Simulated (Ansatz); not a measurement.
Ansatz results at the PBE0-D4/def2-TZVP geometry: HOMO–LUMO gap (B3LYP/def2-TZVPP) 6.77 eV; LUMO energy (PBE0/def2-TZVPP) -1.30 eV; size of the dipole moment (ωB97M-V/def2-TZVPP) 2.16 D.

Each molecule was computed in one conformer, which needn't be the lowest.

**Question.** Which molecule gave them?
A. `[SiH3]C[O][SbH2]`
B. `O=C=CS`
C. `CBC(O)F`
D. `N=C(CN)CF`

**Answer.** C. The others give `O=C=CS`: 5.34, -1.43, 1.37; `N=C(CN)CF`: 6.92, -0.08, 2.74; `[SiH3]C[O][SbH2]`: 5.52, -1.22, 1.52.

B3LYP here is the variant with VWN-RPA as its local correlation; programs differ in this.
